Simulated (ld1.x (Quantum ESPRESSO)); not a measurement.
Reading a pseudo-wave (tellurium (Te))

Columns: radius, all-electron u(r) and pseudo u(r) of the 5p shell (level -6.52 eV) of tellurium in the configuration [Kr] 4d10 5s1 5p5; PBEsol, scalar-relativistic, TM scheme, ld1.x (Quantum ESPRESSO) 7.5.

```tsv
r (bohr)	all-electron	pseudo
0.113	0.0300	-0.0028
0.225	-0.2041	-0.0111
0.338	-0.0714	-0.0253
0.450	0.1562	-0.0454
0.563	0.2962	-0.0722
0.675	0.3148	-0.1055
0.788	0.2428	-0.1464
0.900	0.1215	-0.1942
1.013	-0.0197	-0.2495
1.125	-0.1582	-0.3102
1.238	-0.2855	-0.3754
1.350	-0.3940	-0.4410
1.463	-0.4841	-0.5049
1.575	-0.5547	-0.5620
1.688	-0.6089	-0.6105
1.800	-0.6472	-0.6472
1.913	-0.6726	-0.6725
2.025	-0.6865	-0.6865
2.138	-0.6911	-0.6911
2.250	-0.6879	-0.6879
2.363	-0.6784	-0.6784
2.475	-0.6640	-0.6640
2.588	-0.6457	-0.6457
2.700	-0.6246	-0.6246
2.813	-0.6011	-0.6011
2.925	-0.5765	-0.5765
```

Question: How many radial nodes do the two functions have?

Answer: The all-electron 5p function has n − l − 1 = 3; the pseudo-wave has 0, since the states of the same l below it are removed with the core.

Question: At about which radius was the pseudo-wave matched?

Answer: 2.25 bohr. The columns agree to 0.0005 from 1.80 bohr on; several derivatives are matched, so the curves merge somewhat inside the radius.

Question: Is the pseudo-wave norm-conserving?

Answer: Yes: the TM scheme keeps the norm inside the radius equal to the all-electron one, which fixes the energy derivative of the logarithmic derivative at the level.
